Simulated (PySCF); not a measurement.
One of the candidates below gave these computed data.

All candidates are C4H7F3Si.

- Polarisability: 79.8 au [CAM-B3LYP/def2-SVPD]
- Rotational structure: rotational constants A, B, C: 3.341, 0.899, 0.853 GHz [PBE0-D3(BJ)/def2-SVP]
- Valence photoelectron: vertical ionisation energy: 9.94 eV [ΔSCF CAM-B3LYP/def2-SVPD]
- Triplet: lowest triplet excitation (Tamm–Dancoff): 4.05 eV [TDA CAM-B3LYP/def2-SVPD]
- 13C NMR: chemical shifts (computed TMS as zero) by class: 154.0 (1 C), 124.5 (1 C), 111.4 (1 C), 11.5 (1 C) ppm [GIAO HF/pcSseg-1]
- Dipole: 2.62 D [CAM-B3LYP/def2-SVPD]
- 1H NMR: chemical shifts (computed TMS as zero) by class: 6.41 (1 H), 5.64 (1 H), 3.74 (3 H), 1.77 (2 H) ppm [GIAO HF/pcSseg-1]

Electronic properties: PySCF, gas phase, density fitting. Levels stand in brackets. Geometry: PBE0-D3(BJ)/def2-SVP, one conformer, isolated molecule. NMR values are class means; diastereotopic atoms form classes of their own.

Problem. Which candidate is it?
A. `FC(F)(F)[C@@H]1CC[SiH2]1`
B. `C[C@@H]1C[Si@H]1C(F)(F)F`
C. `FC(F)(F)/C=C\C[SiH3]`

Solution. C. It is `FC(F)(F)/C=C\C[SiH3]`. Numbering: `[F:1][C:2]([F:3])([F:4])/[CH:5]=[CH:6]\[CH2:7][SiH3:8]`. Its formula, C4H7F3Si, gives 1 degree of unsaturation: 0 rings and 1 π bond in the structure found. 4 carbons fall into 4 classes; from least to most shielded: alkene CH carbon [C6] (154.0 ppm), alkene CH carbon [C5] (124.5 ppm), CF3 carbon [C2] (111.4 ppm), sp3 carbon bound to silicon [C7] (11.5 ppm). Hydrogen classes from least to most shielded: 1 H on an alkene CH carbon, C6 (6.41 ppm), 1 H on an alkene CH carbon, C5 (5.64 ppm), 3 H on an SiH3 silicon, Si8 (3.74 ppm), 2 H on an sp3 carbon bound to silicon, C7 (1.77 ppm, a mean of values up to 0.8 ppm apart in this geometry). The first electron is taken from the HOMO, whose largest Löwdin shares are 0.34 on an alkene CH carbon, 0.25 on an alkene CH carbon, 0.14 on the sp3 carbon bound to silicon and 0.09 on the SiH3 silicon. The optimised geometry has point group C1 and is an asymmetric top.

The others, at the same levels:
- `FC(F)(F)[C@@H]1CC[SiH2]1` fails: its computed 13C shifts are 117.3 (1 C), 28.3 (1 C), 19.2 (1 C), 7.6 (1 C) ppm, 1H shifts are 4.61 (1 H), 4.50 (1 H), 2.40 (1 H), 2.15 (1 H), 1.72 (1 H), 1.57 (1 H), 0.97 (1 H) ppm and vertical ionisation energy is 10.58 eV (against 9.94 eV).
- `C[C@@H]1C[Si@H]1C(F)(F)F` fails: its computed 13C shifts are 116.9 (1 C), 16.4 (1 C), -1.6 (1 C), -1.9 (1 C) ppm, 1H shifts are 3.33 (1 H), 1.24 (3 H), 1.07 (1 H), 0.94 (1 H), 0.21 (1 H) ppm and vertical ionisation energy is 9.28 eV (against 9.94 eV).

Each candidate is one conformer, not necessarily the lowest. Dipoles, sizes and rotational constants follow the conformer. The torsions of the flexible species, by atom-mapped SMILES:
- `[F:1][C:2]([F:3])([F:4])/[CH:5]=[CH:6]\[CH2:7][SiH3:8]`: F1–C2–C5–C6 -55°, C5–C6–C7–Si8 101°
- `[F:1][C:2]([F:3])([F:4])[C@@H:5]1[CH2:6][CH2:7][SiH2:8]1`: F1–C2–C5–C6 57°
- `[CH3:1][C@@H:2]1[CH2:3][Si@H:4]1[C:5]([F:6])([F:7])[F:8]`: C3–Si4–C5–F6 29°
